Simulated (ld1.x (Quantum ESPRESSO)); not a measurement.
Ni: ultrasoft pseudisation with revPBE, scalar-relativistic reference atom.

ld1.x (Quantum ESPRESSO) 7.5 was run on this input:

```
&input
   title='Ni', zed=28., rel=1, dft='REVPBE', iswitch=3,
   config='[Ar] 3d8 4s1 4p0',
   nld=3, rlderiv=3.15, eminld=-3.0, emaxld=5.0, deld=0.02
 /
 &inputp
   pseudotype=3, tm=.true., lloc=-2, rcloc=2.15,
   nlcc=.true., new_core_ps=.true.,
   which_augfun='PSQ', rmatch_augfun=1.25,
   file_pseudopw='Ni.UPF', file_wfcaegen='ae.wfc', file_wfcncgen='nc.wfc', file_beta='beta', file_chi='chi', file_wfcusgen='us.wfc'
 /
6
4S  1  0   1.00   0.00  1.70  2.35  0.0
4S  1  0   0.00   0.50  1.70  2.35  0.0
4P  2  1   0.00   0.00  2.15  2.90  0.0
4P  2  1   0.00   0.05  2.15  2.90  0.0
3D  3  2   8.00   0.00  1.40  1.65  0.0
3D  3  2   0.00   0.10  1.40  1.65  0.0
 &test
   configts(1)='3d8 4s1 4p0'
 /
```

Command:

```bash
ld1.x < Ni.in > Ni.out
```

The program printed (shortened: banner, matrices, multipoles, cross overlaps and the repeated all-electron block are left out):

```
Program LD1 v.7.5
     --------------------------- All-electron run ----------------------------

     Ni
     scalar relativistic calculation

     atomic number is 28.00
     dft =REVPBE   lsd =0 sic =0 latt =0  beta=0.20 tr2=1.0E-14
     Exchange-correlation= REVPBE
                           (   1   4   4   4   0   0   0)
     mesh =1195 r(mesh) =  98.77016 a.u. xmin = -7.00 dx = 0.01250
     1 Ry =  13.60569312 eV, c = 137.03599908

     n l     nl                  e(Ry)          e(Ha)          e(eV)
     1 0     1S 1( 2.00)      -604.3057      -302.1529     -8221.9983
     2 0     2S 1( 2.00)       -72.8273       -36.4136      -990.8653
     2 1     2P 1( 6.00)       -62.7336       -31.3668      -853.5343
     3 0     3S 1( 2.00)        -8.8331        -4.4166      -120.1808
     3 1     3P 1( 6.00)        -5.9144        -2.9572       -80.4692
     3 2     3D 1( 8.00)        -1.3107        -0.6554       -17.8336
     4 0     4S 1( 1.00)        -0.9587        -0.4793       -13.0435
     4 1     4P 1( 0.00)        -0.5504        -0.2752        -7.4891

     final scf error:  9.2E-16 reached in  28 iterations

     Etot =   -3040.692440 Ry,   -1520.346220 Ha,  -41370.728227 eV

     Ekin =    3082.965702 Ry,    1541.482851 Ha,   41945.885254 eV
     Encl =   -7280.109234 Ry,   -3640.054617 Ha,  -99050.932146 eV
     Eh   =    1282.825597 Ry,     641.412798 Ha,   17453.731403 eV
     Exc  =    -126.374505 Ry,     -63.187253 Ha,   -1719.412737 eV

     normalization and overlap integrals

     s(1S/1S) =  1.000000  <r> =   0.0541  <r2> =    0.0039  r(max) =   0.0353
     s(2S/2S) =  1.000000  <r> =   0.2449  <r2> =    0.0708  r(max) =   0.2055
     s(2P/2P) =  1.000000  <r> =   0.2153  <r2> =    0.0569  r(max) =   0.1641
     s(3S/3S) =  1.000000  <r> =   0.7403  <r2> =    0.6331  r(max) =   0.6410
     s(3P/3P) =  1.000000  <r> =   0.7789  <r2> =    0.7164  r(max) =   0.6491
     s(3D/3D) =  1.000000  <r> =   0.9902  <r2> =    1.3048  r(max) =   0.6331
     s(4S/4S) =  1.000000  <r> =   2.5514  <r2> =    7.4904  r(max) =   2.1282
     s(4P/4P) =  1.000000  <r> =   3.3292  <r2> =   12.8806  r(max) =   2.6988

     ------------------------ End of All-electron run ------------------------

     --------------------- Generating US pseudopotential ---------------------

      Generating local potential from pseudized AE potential:
      Matching radius rcloc =   2.1500
      Enforcing V''(0)=0 (lloc=-2)

      Local pseudo, rcloc= 2.155 Estimated cut-off energy=     6.65 Ry

      Computing core charge for nlcc:

       r > 0.39 : true rho core
      Core charge pseudized with two Bessel functions
      Integrated core pseudo-charge :  12.94
      Wfc-us  4S rcutus= 2.323  Estimated cut-off energy=     8.47 Ry
      Wfc-us  4S rcutus= 2.323  Estimated cut-off energy=    11.88 Ry
      Wfc-us  4P rcutus= 2.909  Estimated cut-off energy=     8.96 Ry
      Wfc-us  4P rcutus= 2.909  Estimated cut-off energy=    10.48 Ry
      Wfc-us  3D rcutus= 1.637  Estimated cut-off energy=    43.81 Ry
      Wfc-us  3D rcutus= 1.637  Estimated cut-off energy=    76.48 Ry

     Q pseudized with Bessel functions
     Expected ecutrho=     263.2195 due to l1=  2   l2=  2

     ------------------- End of pseudopotential generation -------------------

     Computing logarithmic derivative in   3.15524
     Computing logarithmic derivative in   3.15524
     Computing the partial wave expansion
     R is outside the sphere for l=    0 j= 0.00
     R is outside the sphere for l=    0 j= 0.00
     R is outside the sphere for l=    1 j= 0.00
     R is outside the sphere for l=    1 j= 0.00
     R is outside the sphere for l=    2 j= 0.00
     R is outside the sphere for l=    2 j= 0.00

     ---------------------- Testing the pseudopotential ----------------------

     Ni
     scalar relativistic calculation

     atomic number is 28.00   valence charge is 10.00
     dft =REVPBE   lsd =0 sic =0 latt =0  beta=0.20 tr2=1.0E-14
     mesh =1195 r(mesh) =  98.77016 xmin = -7.00 dx = 0.01250

     n l     nl             e AE (Ry)        e PS (Ry)    De AE-PS (Ry)
     3 2     3D   1( 8.00)       -1.31075       -1.31075        0.00000
     1 0     4S   1( 1.00)       -0.95868       -0.95868        0.00000
     2 1     4P   1( 0.00)       -0.55044       -0.55044        0.00000

     eps = 1.3E-15  iter =  4

     Etot =   -3040.692440 Ry,   -1520.346220 Ha,  -41370.728227 eV
     Etotps =  -117.420299 Ry,     -58.710150 Ha,   -1597.584557 eV

     Ekin =      23.841159 Ry,      11.920579 Ha,     324.375490 eV
     Encl =    -141.380304 Ry,     -70.690152 Ha,   -1923.577036 eV
     Ehrt =      68.082368 Ry,      34.041184 Ha,     926.307811 eV
     Ecxc =     -59.229528 Ry,     -29.614764 Ha,    -805.858784 eV
     (Ecc =     -39.504148 Ry,     -19.752074 Ha,    -537.481310 eV)
     Epseu=      -8.733994 Ry,      -4.366997 Ha,    -118.832038 eV

     ---------------------- End of pseudopotential test ----------------------
```

Generation and configuration tests took about 2.1 s on one core of a shared server CPU.

Transferability test of the new file with ld1.x, input:

```
&input
   title='Ni', zed=28., rel=1, dft='REVPBE', iswitch=2,
   config='[Ar] 3d8 4s1 4p0'
 /
 &test
   file_pseudo='Ni.UPF', nconf=8,
   configts(1)='3d8 4s1 4p0',
   configts(2)='3d8 4s2 4p0',
   configts(3)='3d8 4s0 4p0',
   configts(4)='3d7 4s0 4p0',
   configts(5)='3d8 4s0 4p2',
   configts(6)='3d8.5 4s1.5 4p0',
   configts(7)='3d9 4s0 4p0',
   configts(8)='3d7 4s2 4p1'
 /
```

```bash
ld1.x < Ni.test.in > Ni.test.out
```

Pseudopotential blocks of its output, shortened (energy terms left out; the distinct warnings before each block abridged to one line each):

```
     ---------------------- Testing the pseudopotential ----------------------

     n l     nl             e AE (Ry)        e PS (Ry)    De AE-PS (Ry)
     3 2     3D   1( 8.00)       -1.31075       -1.31075        0.00000
     1 0     4S   1( 1.00)       -0.95868       -0.95868        0.00000
     2 1     4P   1( 0.00)       -0.55044       -0.55044        0.00000

     eps = 1.3E-15  iter =  4

     Etot =   -3040.692440 Ry,   -1520.346220 Ha,  -41370.728227 eV
     Etotps =  -117.420299 Ry,     -58.710150 Ha,   -1597.584557 eV

     ---------------------- End of pseudopotential test ----------------------

          ---------------------- Testing the pseudopotential ----------------------

     n l     nl             e AE (Ry)        e PS (Ry)    De AE-PS (Ry)
     3 2     3D   1( 8.00)       -0.64782       -0.64750       -0.00031
     1 0     4S   1( 2.00)       -0.40942       -0.40938       -0.00004
     2 1     4P   1( 0.00)       -0.08798       -0.08797       -0.00001

     eps = 3.8E-15  iter = 11

     Etot =   -3041.370089 Ry,   -1520.685044 Ha,  -41379.948104 eV
     Etotps =  -118.097985 Ry,     -59.048992 Ha,   -1606.804942 eV
     dEtot_ae =      -0.677648 Ry
     dEtot_ps =      -0.677686 Ry,   Delta E=       0.000037 Ry

     ---------------------- End of pseudopotential test ----------------------

          ---------------------- Testing the pseudopotential ----------------------

     n l     nl             e AE (Ry)        e PS (Ry)    De AE-PS (Ry)
     3 2     3D   1( 8.00)       -2.07581       -2.07743        0.00162
     1 0     4S   1( 0.00)       -1.57996       -1.58026        0.00030
     2 1     4P   1( 0.00)       -1.10052       -1.10076        0.00024

     eps = 9.1E-15  iter =  9

     Etot =   -3039.429680 Ry,   -1519.714840 Ha,  -41353.547491 eV
     Etotps =  -116.157298 Ry,     -58.078649 Ha,   -1580.400549 eV
     dEtot_ae =       1.262761 Ry
     dEtot_ps =       1.263001 Ry,   Delta E=      -0.000241 Ry

     ---------------------- End of pseudopotential test ----------------------

          BEWARE! Errors in PS-KS equations
     Warning: n=1, l=0 expected 0 nodes, found 2
     Warning: n=2, l=1 expected 0 nodes, found 3
     Warning: n=3, l=2 expected 0 nodes, found 1
     ---------------------- Testing the pseudopotential ----------------------

     n l     nl             e AE (Ry)        e PS (Ry)    De AE-PS (Ry)
     3 2     3D   1( 7.00)       -3.45090       -3.45090        0.00000
     1 0     4S   1( 0.00)       -2.45075       -2.45075        0.00000
     2 1     4P   1( 0.00)       -1.86842       -1.86842        0.00000

     eps = 1.2E-29  iter =  3

     Etot =   -3036.684539 Ry,   -1518.342270 Ha,  -41316.197950 eV
     Etotps =   -63.660454 Ry,     -31.830227 Ha,    -866.144599 eV
     dEtot_ae =       4.007901 Ry
     dEtot_ps =      53.759845 Ry,   Delta E=     -49.751944 Ry

     ---------------------- End of pseudopotential test ----------------------

          ---------------------- Testing the pseudopotential ----------------------

     n l     nl             e AE (Ry)        e PS (Ry)    De AE-PS (Ry)
     3 2     3D   1( 8.00)       -0.91147       -0.91230        0.00083
     1 0     4S   1( 0.00)       -0.57050       -0.57050        0.00001
     2 1     4P   1( 2.00)       -0.20429       -0.20429       -0.00000

     eps = 1.9E-15  iter = 14

     Etot =   -3040.676593 Ry,   -1520.338296 Ha,  -41370.512604 eV
     Etotps =  -117.404440 Ry,     -58.702220 Ha,   -1597.368777 eV
     dEtot_ae =       0.015848 Ry
     dEtot_ps =       0.015859 Ry,   Delta E=      -0.000012 Ry

     ---------------------- End of pseudopotential test ----------------------

          ---------------------- Testing the pseudopotential ----------------------

     n l     nl             e AE (Ry)        e PS (Ry)    De AE-PS (Ry)
     3 2     3D   1( 8.50)       -0.47894       -0.47571       -0.00323
     1 0     4S   1( 1.50)       -0.36408       -0.36422        0.00014
     2 1     4P   1( 0.00)       -0.06969       -0.06992        0.00023

     eps = 6.1E-16  iter = 13

     Etot =   -3041.457557 Ry,   -1520.728778 Ha,  -41381.138161 eV
     Etotps =  -118.184507 Ry,     -59.092254 Ha,   -1607.982140 eV
     dEtot_ae =      -0.765116 Ry
     dEtot_ps =      -0.764208 Ry,   Delta E=      -0.000908 Ry

     ---------------------- End of pseudopotential test ----------------------

          ---------------------- Testing the pseudopotential ----------------------

     n l     nl             e AE (Ry)        e PS (Ry)    De AE-PS (Ry)
     3 2     3D   1( 9.00)       -0.94366       -0.93680       -0.00687  !
     1 0     4S   1( 0.00)       -0.83645       -0.83666        0.00021
     2 1     4P   1( 0.00)       -0.47192       -0.47261        0.00069

     eps = 5.9E-15  iter = 13

     Etot =   -3040.916590 Ry,   -1520.458295 Ha,  -41373.777937 eV
     Etotps =  -117.640615 Ry,     -58.820308 Ha,   -1600.582113 eV
     dEtot_ae =      -0.224150 Ry
     dEtot_ps =      -0.220316 Ry,   Delta E=      -0.003833 Ry

     ---------------------- End of pseudopotential test ----------------------

          ---------------------- Testing the pseudopotential ----------------------

     n l     nl             e AE (Ry)        e PS (Ry)    De AE-PS (Ry)
     3 2     3D   1( 7.00)       -1.18777       -1.19514        0.00737  !
     1 0     4S   1( 2.00)       -0.58938       -0.59015        0.00077
     2 1     4P   1( 1.00)       -0.18934       -0.18931       -0.00004

     eps = 3.1E-15  iter = 14

     Etot =   -3040.595728 Ry,   -1520.297864 Ha,  -41369.412387 eV
     Etotps =  -117.319888 Ry,     -58.659944 Ha,   -1596.218400 eV
     dEtot_ae =       0.096712 Ry
     dEtot_ps =       0.100411 Ry,   Delta E=      -0.003698 Ry

     ---------------------- End of pseudopotential test ----------------------
```
